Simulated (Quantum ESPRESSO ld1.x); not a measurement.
The numbers below are computed, except where a source is named.
The nuclear charge of the cadmium ion Cd+ is varied continuously with 47 electrons held in [Kr] 4d10 5s1. Code: ld1.x of Quantum ESPRESSO 7.5. Model: scalar-relativistic Kohn-Sham, LDA (Slater exchange, Perdew-Wang correlation), spin-polarised, spherical densities, point nucleus; open shells are filled with parallel spins first. By the Hellmann-Feynman theorem dE/dZ = E(electron-nucleus)/Z, the electronic potential at the nucleus. The scalar-relativistic energy here is not variational (the density holds large components alone), so the two differ by a part that grows with Z.

| Z | E (hartree) | E(electron-nucleus)/Z (hartree) | HOMO | e(HOMO) (eV) | <r> HOMO (bohr) |
|---|---|---|---|---|---|
| 47.6 | -5477.0386 | -278.103 | 5s | -10.021 | 2.773 |
| 47.8 | -5532.9892 | -279.718 | 5s | -11.872 | 2.690 |
| 48 | -5589.2653 | -281.332 | 5s | -13.802 | 2.615 |
| 48.2 | -5645.8668 | -282.946 | 5s | -15.807 | 2.546 |
| 48.4 | -5702.7939 | -284.560 | 5s | -17.886 | 2.483 |
| 48.6 | -5760.0464 | -286.175 | 5s | -20.035 | 2.424 |
| 48.8 | -5817.6245 | -287.789 | 5s | -22.253 | 2.370 |
| 49 | -5875.5282 | -289.404 | 5s | -24.539 | 2.319 |

The central difference of E at Z = 48 is -282.194 hartree, to compare with the third column; the second derivative is -8.14 hartree.
